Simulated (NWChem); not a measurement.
System: iminoborane (BNH2); SMILES N=B

```xyz
4

B      0.0001     0.6867     0.0000
N      0.0002    -0.5459     0.0000
H     -0.0002     1.8583     0.0000
H      0.0032    -1.5374     0.0000
```
Atoms are numbered in this order, from 1.

Geometry: optimised at PBE0-D3(BJ)/def2-TZVP.

Task: List the 4 lowest vertical singlet excitations from B3LYP/def2-SVP, TDA (NWChem).

Result: 
```json
[
 {"state": "S1", "energy (eV)": "7.26", "oscillator strength": "0.000", "leading excitation (squared amplitude)": "HOMO → LUMO (0.50)"},
 {"state": "S2", "energy (eV)": "7.43", "oscillator strength": "0.000", "leading excitation (squared amplitude)": "HOMO−1 → LUMO+1 (0.50)"},
 {"state": "S3", "energy (eV)": "7.43", "oscillator strength": "0.000", "leading excitation (squared amplitude)": "HOMO−1 → LUMO (0.50)"},
 {"state": "S4", "energy (eV)": "8.73", "oscillator strength": "0.061", "leading excitation (squared amplitude)": "HOMO → LUMO+2 (0.99)"}
]
```
